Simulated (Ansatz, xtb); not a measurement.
## Relaxing a trial structure of BH7N2Si

The starting geometry of this gas-phase singlet was built from a drawn formula by distance geometry and a force field; its bonds are those of `[NH3+]/[BH-]=N\[SiH3]`.

```
atom    x (Å)    y (Å)   z (Å)
   B   0.7211  -0.1505  2.4162
   N   1.4133  -0.2993  1.0390
   N  -0.6110  -0.0219  2.5375
  Si  -1.7662  -0.0873  1.1598
   H   2.4604  -0.3598  1.2101
   H   1.2233   0.5325  0.4435
   H   1.0808  -1.1633  0.5949
   H   1.4141  -0.0898  3.3916
   H  -1.4682   1.0059  0.2517
   H  -3.1476   0.0636  1.6379
   H  -1.6147  -1.3572  0.4560
```

Q: Predict what becomes of its bonds when it is optimised with r2SCAN-D4/def2-SVP.

A: It keeps its bonds, and is `[NH3+]/[BH-]=N/[SiH3]`.

The energy falls by 0.72 eV over 28 steps:

| step | E − E(last) (eV) |
| --- | --- |
| 1 | 0.719 |
| 4 | 0.220 |
| 7 | 0.180 |
| 10 | 0.130 |
| 13 | 0.097 |
| 16 | 0.046 |
| 19 | 0.011 |
| 22 | 0.002 |
| 25 | 0.000 |
| 28 | 0.000 |

Final geometry (Å):

```xyz
11

B     0.5523   -0.1249    1.9232
N     2.0480   -0.3377    1.2473
N    -0.4234   -0.2050    1.0267
Si   -2.1254   -0.0701    1.1441
H     2.5487   -1.1477    1.6240
H     2.6586    0.4770    1.3572
H     1.8598   -0.4885    0.2499
H     0.6824    0.0608    3.1196
H    -2.6304    1.0384    0.2670
H    -2.6744    0.1942    2.5233
H    -2.7909   -1.3239    0.6559
```

From the same start GFN2-xTB ends elsewhere, differing in B1–N2 (1.99 against 1.65 Å here).

No frequencies were run, so the end isn't proven a minimum. Run with Ansatz 0.2.0, 58 s on 2 threads of Arm Neoverse V2, with other jobs on the host.
